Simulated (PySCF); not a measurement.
BiCl₃ (SMILES [Cl][Bi]([Cl])[Cl]), singlet, at a GFN2-xTB geometry (such geometries of metal compounds can be far from the true shape) (core potentials on Bi); B97M-V/def2-SVP in PySCF.

Here is a job for PySCF.
```python
from pyscf import gto, scf, dft

mol = gto.M(
    atom='''
Bi   -0.00428098   -0.00067467    0.50283800
Cl   -1.83162453   -0.99302219   -0.83533113
Cl    0.06534181    2.09049123   -0.81504384
Cl    1.78718399   -1.09417508   -0.80465760
''',
    basis='def2-svp',
    ecp={'Bi': 'def2-svp'},
    verbose=4,
)

mf = dft.RKS(mol)
mf.xc = 'b97m_v'
mf.grids.atom_grid = (99, 590)
mf.grids.prune = None
mf.kernel()
```

It wrote (shortened):

```
PySCF version 2.14.0

[INPUT] verbose = 4
[INPUT] num. atoms = 4
[INPUT] num. electrons = 74
[INPUT] charge = 0
[INPUT] spin (= nelec alpha-beta = 2S) = 0
[INPUT] symmetry False subgroup None
[INPUT] Mole.unit = angstrom
[INPUT] Symbol           X                Y                Z      unit          X                Y                Z       unit  Magmom
[INPUT]  1 Bi    -0.004280980000  -0.000674670000   0.502838000000 AA   -0.008089879745  -0.001274941524   0.950226105024 Bohr   0.0
[INPUT]  2 Cl    -1.831624530000  -0.993022190000  -0.835331130000 AA   -3.461268724735  -1.876539974716  -1.578547059023 Bohr   0.0
[INPUT]  3 Cl     0.065341810000   2.090491230000  -0.815043840000 AA    0.123478125383   3.950455890505  -1.540209637114 Bohr   0.0
[INPUT]  4 Cl     1.787183990000  -1.094175080000  -0.804657600000 AA    3.377288275307  -2.067691233524  -1.520582488050 Bohr   0.0

nuclear repulsion = 377.750299985739
number of shells = 34
number of NR pGTOs = 169
number of NR cGTOs = 80
basis = def2-svp
ecp = {'Bi': 'def2-svp'}

******** <class 'pyscf.dft.rks.RKS'> ********
method = RKS
initial guess = minao
damping factor = 0
level_shift factor = 0
DIIS = <class 'pyscf.scf.diis.CDIIS'>
diis_start_cycle = 1
diis_space = 8
diis_damp = 0
SCF conv_tol = 1e-09
SCF conv_tol_grad = None
SCF max_cycles = 50
direct_scf = True
direct_scf_tol = 1e-13
XC library pyscf.dft.libxc version 7.1.2
    S. Lehtola, C. Steigemann, M. J. T. Oliveira, and M. A. L. Marques,  SoftwareX 7, 1–5 (2018)
XC functionals = b97m_v
    N. Mardirossian and M. Head-Gordon,  J. Chem. Phys. 142, 074111 (2015)
radial grids:
    Treutler-Ahlrichs [JCP 102, 346 (1995); DOI:10.1063/1.469408] (M4) radial grids

becke partition: Becke, JCP 88, 2547 (1988); DOI:10.1063/1.454033
pruning grids: None
grids dens level: 3
symmetrized grids: False
atomic radii adjust function: <function treutler_atomic_radii_adjust>
User specified grid scheme (99, 590)
** Following is NLC and NLC Grids **
NLC functional = b97m_v
radial grids:
    Treutler-Ahlrichs [JCP 102, 346 (1995); DOI:10.1063/1.469408] (M4) radial grids

becke partition: Becke, JCP 88, 2547 (1988); DOI:10.1063/1.454033
pruning grids: <function nwchem_prune>
grids dens level: 3
symmetrized grids: False
atomic radii adjust function: <function treutler_atomic_radii_adjust>
small_rho_cutoff = 0
Set gradient conv threshold to 3.16228e-05
Initial guess from minao.
tot grids = 233640
tot grids = 80088
init E= -1568.07794721061
  HOMO = -0.661272663799656  LUMO = -0.604801829441526  gap/eV = 1.53665
cycle= 1 E= -1592.66110708461  delta_E= -24.6  |g|= 2.44  |ddm|= 13.2
  HOMO = 0.0539128942554186  LUMO = 0.202492119011762  gap/eV = 4.04305
cycle= 2 E= -1591.89927995882  delta_E= 0.762  |g|= 3.28  |ddm|= 8.27
  HOMO = -0.250935703833247  LUMO = -0.0358437958148884  gap/eV = 5.85295
cycle= 3 E= -1594.49069517828  delta_E= -2.59  |g|= 0.422  |ddm|= 4.27
  HOMO = -0.268746946589079  LUMO = -0.11243511892224  gap/eV = 4.25346
cycle= 4 E= -1594.55152265365  delta_E= -0.0608  |g|= 0.189  |ddm|= 1.02
  HOMO = -0.287015967367291  LUMO = -0.106763592055756  gap/eV = 4.90492
cycle= 5 E= -1594.56581541187  delta_E= -0.0143  |g|= 0.0293  |ddm|= 0.318
  HOMO = -0.282289747419399  LUMO = -0.103280792708091  gap/eV = 4.87108
cycle= 6 E= -1594.56603821133  delta_E= -0.000223  |g|= 0.00527  |ddm|= 0.0462
  HOMO = -0.28238942005674  LUMO = -0.103387092663468  gap/eV = 4.87090
cycle= 7 E= -1594.56604601002  delta_E= -7.8e-06  |g|= 0.00132  |ddm|= 0.00572
  HOMO = -0.282328217108287  LUMO = -0.103465118799853  gap/eV = 4.86711
cycle= 8 E= -1594.56604664518  delta_E= -6.35e-07  |g|= 6.06e-05  |ddm|= 0.00211
  HOMO = -0.282327896665008  LUMO = -0.103466578917221  gap/eV = 4.86706
cycle= 9 E= -1594.56604664631  delta_E= -1.13e-09  |g|= 1.54e-05  |ddm|= 0.000112
  HOMO = -0.282328364815333  LUMO = -0.103468324522775  gap/eV = 4.86703
cycle= 10 E= -1594.5660466464  delta_E= -8.69e-11  |g|= 5.95e-06  |ddm|= 2.99e-05
  HOMO = -0.282328064186748  LUMO = -0.103467982903478  gap/eV = 4.86703
Extra cycle  E= -1594.56604664637  delta_E= 3.5e-11  |g|= 1.02e-05  |ddm|= 2.7e-05
converged SCF energy = -1594.56604664637
```
